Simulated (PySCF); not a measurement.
## Exercise with solution: chemical shift, span and skew from a shielding tensor

Si(CCH)(H)(OH)2 (C₂H₄O₂Si), SMILES C#C[SiH](O)O. Atoms are numbered in the order given.

```xyz
9

Si    -0.4867    -0.3754     0.0000
O     -1.1072     0.2735    -1.3901
O     -1.1072     0.2735     1.3901
C      1.3323    -0.0875     0.0000
C      2.5313     0.1242     0.0000
H     -0.8454    -1.8046     0.0000
H     -0.6998     1.0809    -1.7163
H     -0.6998     1.0809     1.7163
H      3.5925     0.3027     0.0000
```

Geometry optimised at PBE0-D3(BJ)/def2-SVP. The structure was generated by enumeration, and PubChem lists no compound with its InChIKey, so it may never have been made. The values are those of a single conformer.

GIAO shieldings from PySCF with PBE/pcSseg-1, non-relativistic, no solvent. The symmetric part of the tensor of C5 has the principal values 1.1, 9.6, 244.5 ppm. The same nucleus in TMS has σ = 182.0 ppm at this level (PySCF, at its B3LYP-D3(BJ)/def2-TZVP geometry).

Problem. Work out the isotropic shielding, the ¹³C shift against TMS, the span and the skew.

Solution. 
σ(iso) = (σ11 + σ22 + σ33)/3 = 85.1 ppm. δ = σ(ref) − σ(iso) = 182.0 − (85.1) = 96.9 ppm.
Span Ω = σ33 − σ11 = 243.4 ppm. Skew κ = 3(σ(iso) − σ22)/Ω = 0.93. Tumbling in solution averages the tensor to δ; in a static solid the shielding alone would spread this spin-1/2 line over Ω.
